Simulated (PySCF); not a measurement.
# Br (bromine, neutral) across methods

[Ar] 3d10 4s2 4p5, 2P determinant. Calculation: PySCF 2.14, in aug-cc-pV5Z-PP with ECP10MDF; a scalar-relativistic core potential.

```csv
method,E (hartree),mean ε 4s β (eV),mean ε 4p α (eV),mean ε 4p β (eV),Σ⟨r²⟩ (bohr²),⟨S²⟩
BHandHLYP,-416.6771,-23.475,-10.797,-9.918,39.70,0.754
M06-2X,-416.9976,-22.995,-10.803,-9.925,39.92,0.754
PBE,-416.8133,-19.591,-8.202,-7.412,39.94,0.753
r2SCAN,-416.6915,-20.101,-8.617,-7.739,39.46,0.755
UHF,-415.49339,-26.368,-12.960,-11.776,39.73,0.759
B97-3,-416.8594,-21.607,-9.612,-8.765,39.61,0.753
LDA,-416.2272,-19.930,-8.296,-7.532,39.91,0.751
PBE0,-416.7865,-21.549,-9.598,-8.728,39.66,0.754
```

Energies and moments cover only the electrons outside the core potential.
